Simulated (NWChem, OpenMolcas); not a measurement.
## The same job for NWChem

OpenMolcas 26.06 runs this on TiH4 (SMILES [H][Ti]([H])([H])[H]):

run.inp:
```
&GATEWAY
 BasLib=$CurrDir
 Coord
 5
 angstrom
 Ti      -0.000010      -0.000210      -0.000150
 H        0.010960      -0.016820       1.730970
 H        1.628940       0.010440      -0.586290
 H       -0.824250       1.416520      -0.557510
 H       -0.815640      -1.409940      -0.587010
 Basis=3-21G
 Group=NoSym

&SEWARD

&SCF
 Thresholds=1e-10 1e-07 1e-07 1e-05
 PrOrbitals=1 1

&RASSCF
 FileOrb=$Project.ScfOrb
 Spin=1
 Nactel=0 0 0
 Inactive=13
 Ras2=0
 OutOrbitals=Canonical
 OrbListing=Nothing

&MOTRA
 JobIph
 Frozen=5

&CCSDT
 CCSD
 Iterations=80
 Accuracy=1e-08
 Extrapolation=5 4
```

```bash
$ export MOLCAS_MEM=1860
$ pymolcas run.inp > run.log
```

(Basis files named in the input come from the Basis Set Exchange and aren't shown.)

Geometry: a GFN2-xTB relaxation, a rough one for these elements and not checked as a minimum.

It gives a total energy of -846.667273 Eh.

**Question.** Write the same calculation for NWChem 7.3.0 as an input file of the program's own.

**Answer.** One way, which was run:

job.nw:
```
start job
title "TiH4"
memory 2200 mb

geometry units angstroms noautosym nocenter noautoz
 Ti      -0.000010      -0.000210      -0.000150
 H        0.010960      -0.016820       1.730970
 H        1.628940       0.010440      -0.586290
 H       -0.824250       1.416520      -0.557510
 H       -0.815640      -1.409940      -0.587010
end

basis spherical bse
 * library 3-21G
end

scf
 thresh 1e-08
 maxiter 80
 print low
end

ccsd
 freeze core 5
 maxiter 60
end

task ccsd energy
```

```bash
$ nwchem job.nw > job.out
```

Its energy is -846.667273 Eh, the same as the first but for the last digit, at most.
